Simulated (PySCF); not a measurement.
Methylcyanodiacetylene, C₆H₃N.
Numbering: `[CH3:1][C:2]#[C:3][C:4]#[C:5][C:6]#[N:7]` (hydrogens: H8, H9, H10 on C1)

The closed-shell ground state was solved at several levels (PySCF, density fitting, gas phase, non-relativistic). Isolated species at its PBE0-D3(BJ)/def2-TZVP geometry, gas phase.

```json
{"level": "B97-2/pcSseg-2", "basis functions": "294", "HOMO (eV)": "-7.57", "LUMO (eV)": "-2.13", "gap (eV)": "5.44", "dipole (D)": "6.55"}
{"level": "PBE0/pcSseg-2", "basis functions": "294", "HOMO (eV)": "-7.81", "LUMO (eV)": "-2.09", "gap (eV)": "5.72", "dipole (D)": "6.57"}
{"level": "KT3/pcSseg-2", "basis functions": "294", "HOMO (eV)": "-6.77", "LUMO (eV)": "-2.87", "gap (eV)": "3.90", "dipole (D)": "6.50"}
```

Estimate the row for wB97X-D/pcSseg-2, a basis of 294 functions; the other rows only guide the guess.

HOMO -9.50 eV, LUMO -0.40 eV, gap 9.10 eV, dipole 6.47 D.

Over all these levels, which gives the widest orbital gap and which the narrowest?

wB97X-D/pcSseg-2 (range-separated hybrid) has the widest, 9.10 eV, and KT3/pcSseg-2 (GGA) the narrowest, 3.90 eV. From the narrowest to the widest the HOMO moves by -2.73 eV and the LUMO by +2.47 eV.

In the pcSseg-2 basis, how does the gap go with the fixed share of exact exchange?

KT3 (0 %) 3.90 eV; B97-2 (21 %) 5.44 eV; PBE0 (25 %) 5.72 eV. Each rise in the share widens the gap here.

How far do the dipole and the HOMO energy spread over the levels?

The dipole runs from 6.47 to 6.57 D (mean 6.52 D) and the HOMO from -9.50 to -6.77 eV.
